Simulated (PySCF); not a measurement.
Compound: C8H12BN.
Atom-mapped SMILES: `[BH:1]1[CH2:2][CH2:3][CH2:4][C@@H:5]1[n:6]1[cH:7][cH:8][cH:9][cH:10]1` (hydrogens: H11 on B1; H12, H13 on C2; H14, H15 on C3; H16, H17 on C4; H18 on C5; H19 on C7; H20 on C8; H21 on C9; H22 on C10)

Structure used (PBE0-D3(BJ)/def2-SVP), in Å, numbered top down from 1:
```xyz
22
C8H12BN angstrom
B     -1.4931   -0.5536   -1.3996
C     -2.4576    0.3508   -0.5695
C     -1.8393    0.4149    0.8348
C     -1.1117   -0.9222    1.0052
C     -0.4874   -1.2505   -0.3651
N      0.8361   -0.6791   -0.5457
C      1.1010    0.5909   -0.9912
C      2.4673    0.7819   -0.9854
C      3.0501   -0.4243   -0.5151
C      2.0180   -1.3017   -0.2519
H     -1.5103   -0.7502   -2.5902
H     -2.7699    1.3106   -1.0083
H     -3.3835   -0.2703   -0.5513
H     -1.1095    1.2408    0.8768
H     -2.5708    0.6026    1.6362
H     -0.3650   -0.9169    1.8142
H     -1.8465   -1.7103    1.2469
H     -0.3939   -2.3353   -0.5304
H      0.2945    1.2676   -1.2737
H      2.9874    1.6875   -1.2904
H      4.1107   -0.6305   -0.3846
H      2.0283   -2.3248    0.1186
```

Level of theory: PySCF, TDDFT wB97X-D/def2-SVPD, vertical, gas phase, core orbitals frozen in the response.

Ground-to-excited transition dipoles (e·a0, same axes as the geometry; the sign carries no meaning), for the states with f of 0.002 or more among the lowest 7:

```csv
state,E (eV),μx,μy,μz
S1,4.663,-0.241,0.019,-0.080
S2,4.967,0.232,-0.007,0.050
S3,5.957,-0.111,0.114,-0.011
S4,6.269,0.038,-0.156,-0.004
S5,6.282,-0.405,0.702,-0.236
S6,6.406,0.018,0.123,-0.082
S7,6.512,0.528,0.158,-0.084
```

(1) What oscillator strength does each state have?

(2) What angle do the transition dipoles of S5 and S7 make?

(3) How is the summed strength of these states shared among x, y and z?

(4) What peak molar absorption coefficient would the strongest computed level give as a lone Gaussian band 0.3 eV wide at half height?

Answers

(1) f = (2/3) ΔE |μ|² with ΔE in hartree (27.2114 eV).

| state | \|μ\|² (au) | \|μ\| (D) | f |
| --- | --- | --- | --- |
| S1 | 0.065 | 0.65 | 0.007 |
| S2 | 0.057 | 0.60 | 0.007 |
| S3 | 0.025 | 0.40 | 0.004 |
| S4 | 0.026 | 0.41 | 0.004 |
| S5 | 0.712 | 2.14 | 0.110 |
| S6 | 0.022 | 0.38 | 0.003 |
| S7 | 0.311 | 1.42 | 0.050 |

(2) |cos θ| = |μa·μb| / (|μa| |μb|) = 0.18, so θ ≈ 80° (taken between 0 and 90°, since the signs are arbitrary).

(3) (2/3) Σ ΔE μα² gives 0.085 for x, 0.088 for y and 0.012 for z, 0.185 in all.

(4) ε(max) = 2.175×10⁸ f / FWHM, with the width in cm⁻¹. S5: 2.175×10⁸ × 0.1096 / 2420 ≈ 9800 L mol⁻¹ cm⁻¹.

The vertical ionisation energy (ΔSCF) is 7.96 eV, 1.45 eV above S7.

Hardware: one thread, Arm Neoverse V2 (aarch64), shared host with 96 logical CPUs at a one-minute load of 62. Cost: 5.0 min (grids of density and orbitals included), 1.5 GiB resident at most.

One conformer stands for the species.
